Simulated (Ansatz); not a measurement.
A geometry relaxed with r2SCAN-D4/def2-TZVP run with Ansatz (a first-principles code), charge 0, multiplicity 1:

```xyz
9

H     -2.3938     0.0965    -0.9649
S      1.5132     2.0339    -0.3783
H      0.2840     2.5798    -0.3961
H     -2.1689     0.0877     1.4238
H      3.2852    -0.7560    -0.0771
Al     0.7533     0.0060    -0.0505
H     -1.8876    -1.9615     0.1870
Si    -1.6267    -0.4973     0.1656
S      2.2414    -1.5891     0.0904
```

Problem. Write the SMILES of this molecule.

Solution. `[SiH3][Al]([SH])[SH]`
